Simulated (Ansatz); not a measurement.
Start from `BB(O)Br` and change one atom or group to get `OB(F)Br`.

Ansatz, PBE0-D4/def2-TZVP geometries, multiplicity 1. Each molecule was computed in one conformer, which needn't be the lowest.

Scalar relativity is left out up to krypton. Spin–orbit coupling is left out; it splits and shifts lone-pair levels of the heavy atoms by tenths of an eV.

```csv
property,`BB(O)Br`
LUMO energy (ωB97M-V/def2-TZVPP) / eV,-0.02
HOMO energy (ωB97M-V/def2-TZVPP) / eV,-10.46
size of the dipole moment (B3LYP/def2-TZVPP) / D,1.26
zero-point energy (PBE0-D4/def2-TZVP) / kJ/mol,104.4
LUMO energy (B3LYP/def2-TZVPP) / eV,-2.17
HOMO–LUMO gap (PBE0/def2-TZVPP) / eV,6.32
```

(1) Give the same properties after the change, and the shifts. (Estimate.)

Results:

(1) Computed: 
```json
{"property": "LUMO energy (ωB97M-V/def2-TZVPP) / eV", "`OB(F)Br`": "1.80", "shift": "1.82"}
{"property": "HOMO energy (ωB97M-V/def2-TZVPP) / eV", "`OB(F)Br`": "-11.08", "shift": "-0.62"}
{"property": "size of the dipole moment (B3LYP/def2-TZVPP) / D", "`OB(F)Br`": "1.87", "shift": "0.61"}
{"property": "zero-point energy (PBE0-D4/def2-TZVP) / kJ/mol", "`OB(F)Br`": "59.8", "shift": "-44.6"}
{"property": "LUMO energy (B3LYP/def2-TZVPP) / eV", "`OB(F)Br`": "-0.01", "shift": "2.16"}
{"property": "HOMO–LUMO gap (PBE0/def2-TZVPP) / eV", "`OB(F)Br`": "9.06", "shift": "2.74"}
```

With PBE0 the HOMO falls by 0.53 eV and the LUMO rises by 2.21 eV, so the gap widens by about 2.74 eV. PBE moves the HOMO by -0.40 eV and ωB97M-V by -0.62 eV. The zero-point energy changes by -44.6 kJ/mol with -6 modes. Dipoles are sizes alone; their direction can turn.

B3LYP here is the variant with VWN-RPA as its local correlation; programs differ in this.
